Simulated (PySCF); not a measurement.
**Unknown compound**

The spectra below were simulated for a compound C5H10NPSi.

¹H NMR (400 MHz, computed): δ 4.75 (m, 1H), 4.25 (m, 1H), 2.76 (m, 1H), 2.55 (m, 1H), 2.46 (m, 1H), 2.33 (m, 1H), 2.13 (m, 1H), 2.04 (m, 1H), 0.99 (m, 2H).

¹³C{¹H} NMR (computed): δ 128.6 (C), 25.0 (CH2), 22.9 (CH), 22.9 (CH), 21.6 (CH2).

Non-relativistic Hamiltonian, isolated molecule, equivalent nuclei averaged, one computed conformer. Shielding tensors at PBE0/pcSseg-1 (GIAO); GFN2-xTB geometry; PySCF 2.14.

Referencing at the same level of theory: TMS for ¹H and ¹³C.

Problem. Propose a structure and justify it.

Solution. 
1. 5 carbon signals for 5 carbons: no two carbons are equivalent.
2. Carbon types of the structure: 1 × C, 2 × CH, 2 × CH2, leaving 4 H on heteroatoms.
3. δC 128.6: nitrile carbon; C≡N carbons fall here, among the sp2 signals but without a proton.
4. δC 25.0, 21.6: sp3 CH2 in a ring; saturated and bonded to C and H only.
5. δC 22.9: sp3 CH α to a nitrile; aliphatic region, no heteroatom directly attached.
6. δC 22.9: sp3 CH bonded to Si.
7. δH 4.75, 4.25: hydrogen on a silicon bonded to C, P.
8. δH 2.04: hydrogen on an sp3 CH bonded to Si.
9. δH 0.99: hydrogen on a phosphorus bonded to Si.

These data were computed for SMILES N#C[C@@H]1CC[C@H]1[SiH2]P.

The data come from this structure; uniqueness wasn't tested.

Splittings by ³¹P in the carbon and heteronuclear signals aren't shown, as no couplings were computed. Shifts are as computed. Against solution values, carbons near 30 ppm lie about +3 ppm off and those near 130 ppm about +5 ppm. Of 1211 compounds with measured shifts, 218 miss one by over three times the rms of a fit or turn the order of signals round; such compounds aren't used in these exercises. No couplings were computed; multiplicities are counted from neighbouring protons, with m where these are inequivalent, close in shift, in a saturated or five-membered ring or joined by F or P, and br s for small geminal =CH2 splittings.
